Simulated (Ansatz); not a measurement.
Gas-phase reaction in SMILES: O[Si](O)(Cl)Cl [dichloro(dihydroxy)silane] -> O[Si](O)Cl + Cl atom (the Cl-Si bond at the site shown breaks; other sites are not compared here)
Structures are relaxed separately at B3LYP-D3(BJ)/def2-TZVP in Ansatz (a first-principles code), one conformer each, not searched for the lowest. Frequencies are from Ansatz.

Wanted: bond dissociation energy (0 K, with B3LYP-D3(BJ) harmonic zero-point energies), in eV. Correlated levels leave the core frozen unless marked. Open shells are spin-unrestricted. Spin-orbit coupling is left out. Non-relativistic. Basis-set limits of correlation are two-point, X^-3; Hartree-Fock from the larger set.

CCSD(T)/CBS(cc-pV(T+d)Z,cc-pV(Q+d)Z) (Ansatz) gives 5.08 eV.

**Question.** Another calculation gave 4.51 eV. Which level was it?
A. wB97M-V/def2-TZVPD (Ansatz)
B. LC-wPBE/def2-TZVPD (Ansatz)
C. revPBE/def2-TZVPD (Ansatz)
D. SVWN5/def2-TZVPD (Ansatz)

**Answer.** C, revPBE/def2-TZVPD (Ansatz). The others give 4.80 (LC-wPBE), 5.07 (wB97M-V), 5.46 (SVWN5) eV.
